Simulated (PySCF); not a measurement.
## Spinor energies of Nd²⁸⁺ (neodymium, charge +28)

Start: [Ar] 3d10 4s2 4p2; 4p1/2 filled at m_j = -1/2, +1/2. Calculated with PySCF 2.14 in an uncontracted even-tempered set (17 s from 2.4 bohr⁻², ratio 2.8; 13 p from 3.1 bohr⁻², ratio 2.8; 8 d from 5.6 bohr⁻², ratio 2.8; 4 f from 15 bohr⁻², ratio 3): generalised Hartree-Fock with the X2C-1e Hamiltonian and a Gaussian nucleus; one run each with spin-orbit coupling (SO) switched off, then screened by Boettger's factors.

```
spinor shell  electrons  ε, spin-free (eV)  ε, screened SO (eV)  weight of nominal j (screened SO)  rms radius, screened SO (bohr)
       1s1/2          2           -44764.8             -44755.6                              1.000                          0.0269
       2s1/2          2            -8158.5              -8154.4                              1.000                           0.109
       2p1/2          2            -7391.5              -7756.8                              1.000                          0.0937
       2p3/2          4            -7391.5              -7228.9                              1.000                          0.0997
       3s1/2          2            -2522.0              -2519.5                              1.000                           0.280
       3p1/2          2            -2272.8              -2350.3                              1.000                           0.271
       3p3/2          4            -2272.8              -2235.9                              1.000                           0.284
       3d3/2          4            -1935.9              -1948.6                              1.000                           0.254
       3d5/2          6            -1935.9              -1923.8                              1.000                           0.257
       4s1/2          2            -1108.9              -1107.9                              1.000                           0.600
       4p1/2          2            -1027.7              -1044.9                              1.000                           0.602
```

```tsv
quantity	spin-free	screened SO
E (hartree)	-9222.34284	-9228.45459
M_J	0	0
⟨J²⟩	2.002	0.000
⟨L²⟩	2.001	1.351
⟨S²⟩	2.000	1.351
```

Breit and QED terms are absent; they matter most for the inner s and p1/2 levels.

Densities and radii are taken from the X2C orbitals without a picture-change correction, which distorts them close to the nucleus.

Without spin-orbit coupling the j labels of p, d and f shells carry no meaning; the spin-free column gives the mean over the occupied spinors of each nl shell.
